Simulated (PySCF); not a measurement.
# What a mistake does to a calculation on ClGeH4OSi cation

These are calculations, not measurements. They come from PySCF 2.14.0, an open-source quantum chemistry program, on an isolated molecule that a program drew, which may never have been made. The molecule is ClGeH4OSi cation (charge +1, singlet), drawn as the SMILES string `[SiH2+][O][GeH2][Cl]`.

Each row is a Hartree-Fock (HF) and frozen-core CCSD(T) single point in the cc-pV(D+d)Z basis, meant for a local HF minimum. Run 1 is clean. Each other run has one planted mistake out of seven kinds, and not every kind appears here: one electron removed, one electron added, multiplicity raised by two, geometry at a saddle point, minimal basis STO-3G, one bond length entered in bohr, all coordinates scaled. The reference is restricted for singlets and unrestricted otherwise, and also for a bond in bohr. Adding or removing an electron swaps singlet and doublet. Electrons count all cores. HOMO and LUMO are orbital energies over both spins, the gradient is its largest component, and the lowest frequency (negative if imaginary) is given only where the gradient is small. Bond lengths are over the 7 bonds as drawn. T1 is the CCSD diagnostic: over 0.02 (restricted) or 0.045 (unrestricted) a single reference is doubtful. Germanium has the cc-pVDZ-PP basis, with a core potential (ECP10MDF) in place of its 10 inner electrons, and its 3s, 3p and 3d shells are frozen in CCSD(T).

Geometry of the clean run:
```xyz
8
ClGeH4OSi cation, angstrom
Si    0.7488   -0.3953   -1.7212
O    -0.3898   -0.3685   -0.6783
Ge   -1.7023    0.3932    0.4181
Cl   -1.5277    2.4601   -0.0367
H     1.3334   -1.6821   -2.0727
H     1.2218    0.8395   -2.3346
H    -2.9801   -0.1975   -0.1161
H    -1.2145    0.0767    1.8070
```

| run | electrons | basis functions | <S^2> | HOMO (eV) | LUMO (eV) | gradient (hartree/bohr) | lowest frequency (cm^-1) | mean bond (Å) | longest bond (Å) | T1 | HF (hartree) | CCSD(T) (hartree) | mistake |
|---|---|---|---|---|---|---|---|---|---|---|---|---|---|
| 1 | 74 | 103 | 0.000 | -16.37 | -4.51 | 1.6e-05 | 56 | 1.6379 | 2.124 | 0.0155 | -1118.83794 | -1119.38733 | no fault |
| 2 | 73 | 103 | 0.760 | -22.94 | -13.24 | 9.3e-02 | - | 1.6379 | 2.124 | 0.0264 | -1118.29427 | -1118.81803 | one electron removed |
| 3 | 74 | 103 | 0.000 | -16.52 | -4.44 | 3.5e-02 | - | 1.5806 | 2.049 | 0.0139 | -1118.82589 | -1119.36903 | all coordinates scaled |
| 4 | 74 | 103 | 0.887 | -14.51 | -4.63 | 1.2e-02 | - | 1.8293 | 2.845 | 0.0324 | -1118.73266 | -1119.26744 | one bond length entered in bohr |
| 5 | 74 | 103 | 2.029 | -9.72 | -9.58 | 1.2e-01 | - | 1.6379 | 2.124 | 0.0529 | -1118.62164 | -1119.16342 | ? |
| 6 | 75 | 103 | 0.769 | -6.04 | 2.61 | 8.1e-02 | - | 1.6379 | 2.124 | 0.0134 | -1119.03094 | -1119.59085 | ? |

**Which mistake was planted in run 5, and what did it cost?**

Electrons, basis and geometry are unchanged, and <S^2> is 2.029, beside S(S+1) = 2.00 for a multiplicity of 3. So the mistake is: multiplicity raised by two. Subtracting run 1 and multiplying by 627.51 kcal/mol a hartree, the energy moved by 135.7 kcal/mol in HF and 140.5 kcal/mol in CCSD(T).

**Which mistake was planted in run 6, and what did it cost?**

It counts 75 electrons, one more than the clean run, at the same geometry and basis. So the mistake is: one electron added. Subtracting run 1 and multiplying by 627.51 kcal/mol a hartree, the energy moved by -121.1 kcal/mol in HF and -127.7 kcal/mol in CCSD(T).

Cautions from the logs. Run 5: T1 is over the limit, so its CCSD(T) energy is less reliable.
